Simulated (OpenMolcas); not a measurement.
# C2H2Cl2Si: a line through the functionals

The species is C2H2Cl2Si (7 atoms), meant as a singlet with charge 0. SMILES: `C#C[SiH](Cl)Cl`. The coordinates come from a PBE0-D4/def2-TZVP relaxation.

The vertical ionisation energy (to the doublet cation) y, in eV, basis def2-SVP; a is the functional's share of exact exchange. Programs: OpenMolcas 26.06.

| functional | program | a | y (eV) |
| --- | --- | --- | --- |
| TPSS | OpenMolcas | 0 | 10.39 |
| revPBE | OpenMolcas | 0 | 10.29 |
| B3LYP | OpenMolcas | 0.2 | 10.67 |
| PBE0 | OpenMolcas | 0.25 | ? |
| BHLYP | OpenMolcas | 0.5 | 10.97 |

Problem. Fit y = c + s·a to the known rows and predict PBE0.

Solution. 
1. Means of the 4 rows: a = 0.1750, y = 10.580.
2. Σ(Δa)² = 0.1675, Σ(Δa·Δy) = 0.213, so the slope is 0.213/0.1675 = 1.2716.
3. Intercept: 10.580 − (1.2716) × 0.1750 = 10.357. The largest residual of the fit is 0.067.
4. PBE0: 10.357 + (1.2716) × 0.25 = 10.67 eV.

The run gave 10.84 eV, so the prediction is off by -0.17 eV, more than the largest residual. The rows mix families of semi-local functionals, which the line can't see.
